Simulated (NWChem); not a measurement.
Molecule: CdSiH3F; SMILES [F][Cd][SiH3]

```xyz
6

Cd     0.0000     0.0000    -0.3515
F      0.0000     0.0000    -2.2955
Si     0.0000     0.0000     2.1152
H      0.3624    -1.3526     2.6391
H     -1.3526     0.3624     2.6391
H      0.9902     0.9902     2.6391
```
Atoms are numbered in this order, from 1.

Computed with NWChem. Medium grid unless said otherwise, to which SCAN and Minnesota functionals are sensitive. Structure relaxed at the PBE0/def2-SVP level. def2 effective core potentials on Cd; no spin-orbit coupling.

For level SCAN/def2-SVP:

- highest occupied level (eV) = -7.49
- orbital gap (eV) = 6.03
- dipole (D) = 2.59

Estimate the same quantities for level PBE/def2-SVP.


- highest occupied level (eV): -7.16
- orbital gap (eV): 5.45
- dipole (D): 2.36
